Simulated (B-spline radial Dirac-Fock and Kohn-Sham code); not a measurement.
# Sb³⁺ 2p3/2: cross section and angular parameters

System: Sb³⁺, configuration 1s2 2s2 2p6 3s2 3p6 3d10 4s2 4p6 4d10 5s2; threshold 4161.6 eV (orbital energy of the model). Calculated with a radial B-spline solver, using Dirac-Hartree-Slater photoionisation with a Latter tail; cross sections with all multipoles, angular parameters from the dipole term and its interference with E2.

The run's input, task.json:

```json
{"items": [{
  "Z": 51,
  "q": 3,
  "cfg": [[1, 0, 2], [2, 0, 2], [2, 1, 6], [3, 0, 2], [3, 1, 6], [3, 2, 10], [4, 0, 2], [4, 1, 6], [4, 2, 10], [5, 0, 2]],
  "A": 121,
  "rrms": 4.6802,
  "do": "xps",
  "hv": [60.8, 87.0, 99.1, 107.0, 188.0, 192.0, 296.0, 300, 315.0, 476.0, 600, 699.0, 700.0, 814.0, 1750.0, 2880.0, 2984.4, 3300.0, 3370.0, 4540.0, 5414.7, 6000, 7320.0, 8280.0, 8330.0, 9251.7, 10000.0, 12000, 12100.0, 15000]
}]}
```

Command: `python xray2_run.py task.json out`

For linearly polarised light dσ/dΩ = σ/(4π) [1 + β P₂(cos θ) + (δ + γ cos²θ) sin θ cos φ], with θ from the polarisation vector and φ the angle between the beam and the projection of the electron momentum on the plane normal to the polarisation.

| hν (eV) | σ (kb) | β | γ | δ |
| --- | --- | --- | --- | --- |
| 4540 | 97.7 | 1.247 | -0.347 | 0.004 |
| 5414.7 | 60.6 | 1.453 | 0.044 | 0.031 |
| 6000 | 45.5 | 1.487 | 0.265 | 0.040 |
| 7320 | 25.9 | 1.496 | 0.663 | 0.053 |
| 8280 | 18.1 | 1.480 | 0.892 | 0.061 |
| 8330 | 17.8 | 1.479 | 0.903 | 0.061 |
| 9251.7 | 13.0 | 1.457 | 1.089 | 0.070 |
| 10000 | 10.3 | 1.437 | 1.222 | 0.076 |
| 12000 | 5.93 | 1.379 | 1.515 | 0.095 |
| 12100 | ? | ? | ? | ? |
| 15000 | 2.96 | 1.290 | 1.846 | 0.125 |

Problem. Give the values at 12100 eV.

Solution. σ = 5.78 kb, β = 1.376, γ = 1.528, δ = 0.096.
